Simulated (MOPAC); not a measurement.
Input file for MOPAC: PM3 on LiN-, 2S+1 = 4, a spin state set in the input, which need not be the lowest, a point of a bond scan (R = 2.049 Å). Charge -1.

```
PM3 1SCF PRECISE CHARGE=-1 UHF MS=1.5 THREADS=1
LiN

Li     0.00000000 1     0.00000000 1     0.00000000 1
N      0.00000000 1     0.00000000 1     2.04861000 1
```

The log:

```
*******************************************************************************
 **                                                                           **
 **                              MOPAC v23.2.5                                **
 **                                                                           **
 *******************************************************************************
 ** MOPAC's Digital Object Identifier: https://doi.org/10.5281/zenodo.6511958 **
 **                                                                           **
 ** Please cite the open-source release paper for use of this MOPAC version:  **
 ** J. E. Moussa and J. J. P. Stewart (2026)                                  **
 ** MOPAC: An open-source semiempirical molecular orbital program             **
 ** J. Open Source Softw., 11(119), 8025, https://doi.org/10.21105/joss.08025 **
 *******************************************************************************

                              PM3 CALCULATION RESULTS

 *******************************************************************************
 *  PM3        - The PM3 Hamiltonian to be used
 *  UHF        - UNRESTRICTED HARTREE-FOCK CALCULATION
 *
 *
 *
 *                 CHARGE ON SYSTEM = -1
 *
 *
 *
 *  MS=        - IN MECI, MAGNETIC COMPONENT OF SPIN =  1.5
 *  PRECISE    - TIGHTER CRITERIA TO BE USED
 *  1SCF       - DO 1 SCF AND THEN STOP
 *  THREADS=1  - MULTI-THREADING NOT USED
 *  T=         - A TIME OF 172800.0 SECONDS REQUESTED
 *  DUMP=N     - RESTART FILE WRITTEN EVERY 7200.0 SECONDS REQUESTED
 *******************************************************************************
PM3 1SCF PRECISE CHARGE=-1 UHF MS=1.5 THREADS=1
 LiN

   ATOM   CHEMICAL          X               Y               Z
  NUMBER   SYMBOL      (ANGSTROMS)     (ANGSTROMS)     (ANGSTROMS)

     1      Li          0.00000000  *   0.00000000  *   0.00000000  *
     2       N          0.00000000  *   0.00000000  *   2.04861000  *



          CARTESIAN COORDINATES

    NO.       ATOM           X           Y           Z

     1        Li          0.0000      0.0000      0.0000
     2         N          0.0000      0.0000      2.0486

 Li: (PM3): E. ANDERS, R. KOCH, P. FREUNSCHT, J. COMP. CHEM 14 1301-1312  1993
  N: (PM3): J. J. P. STEWART, J. COMP. CHEM. 10, 209 (1989).

           Empirical Formula: N Li  =     2 atoms



      MOLECULAR POINT GROUP   :   C*v


          UHF CALCULATION, NO. OF ALPHA ELECTRONS =    5
                           NO. OF BETA  ELECTRONS =    2

 -------------------------------------------------------------------------------
 PM3 1SCF PRECISE CHARGE=-1 UHF MS=1.5 THREADS=1
 LiN



     1SCF WAS SPECIFIED, SO BFGS WAS NOT USED
     SCF FIELD WAS ACHIEVED


                              PM3 CALCULATION
                                                       MOPAC v23.2.5 Linux




          FINAL HEAT OF FORMATION =         71.49732 KCAL/MOL =     299.14478 KJ/MOL


          COSMO AREA              =         75.17 SQUARE ANGSTROMS
          COSMO VOLUME            =         57.21 CUBIC ANGSTROMS

          IONIZATION POTENTIAL    =          1.467969 EV
          ALPHA SOMO LUMO (EV)    =         -1.468  3.771
          BETA  SOMO LUMO (EV)    =         -3.425  2.735
          NO. OF ALPHA ELECTRONS  =          5
          NO. OF BETA  ELECTRONS  =          2
          MOLECULAR WEIGHT        =         20.9467         POINT GROUP:  C*v

          MOLECULAR DIMENSIONS (Angstroms)

            Atom       Atom       Distance
            N     2   Li     1     2.04861
            N     2   Li     1     0.00000
           Li     1    N     2     0.00000


          SCF CALCULATIONS        =          1





   ATOM   CHEMICAL          X               Y               Z
  NUMBER   SYMBOL      (ANGSTROMS)     (ANGSTROMS)     (ANGSTROMS)

     1      Li          0.00000000  *   0.00000000  *   0.00000000  *
     2       N          0.00000000  *   0.00000000  *   2.04861000  *

                             CARTESIAN COORDINATES

   1   Li        0.000000000     0.000000000     0.000000000
   2    N        0.000000000     0.000000000     2.048610000


           Empirical Formula: N Li  =     2 atoms



      MOLECULAR POINT GROUP   :   C*v


          ALPHA EIGENVALUES
 -14.17562  -5.28655  -5.28655  -4.55321  -1.46797   3.77061   3.77061   5.54675


           BETA EIGENVALUES
 -11.99229  -3.42459   2.73521   3.44153   3.44153   6.39580   7.14692   7.14692


              NET ATOMIC CHARGES AND DIPOLE CONTRIBUTIONS

  ATOM NO.   TYPE          CHARGE      No. of ELECS.   s-Pop       p-Pop
    1         Li          -0.583945        1.5839     1.02104     0.56290
    2          N          -0.416055        5.4161     1.85300     3.56305
 DIPOLE           X         Y         Z       TOTAL
 POINT-CHG.     0.000     0.000     2.486     2.486
 HYBRID         0.000    -0.000     0.447     0.447
 SUM            0.000    -0.000     2.933     2.933


          ATOMIC ORBITAL ELECTRON POPULATIONS

     Atom    s        px        py        pz
    1 Li   1.02104   0.05056   0.05056   0.46179
    2  N   1.85300   0.94944   0.94944   1.66417


                    (SZ)    =    1.500000
                    (S**2)  =    3.751875


          ATOMIC ORBITAL SPIN POPULATIONS

    Atom   Total    s     px     py     pz
         Atomic
    1 Li  1.0404  0.806  0.051  0.051  0.134
    2  N  1.9596  0.015  0.949  0.949  0.045

 **********************
 *                    *
 * JOB ENDED NORMALLY *
 *                    *
 **********************




 == MOPAC DONE ==
```

The run finished.

Cost: roughly 0.010 core-seconds.
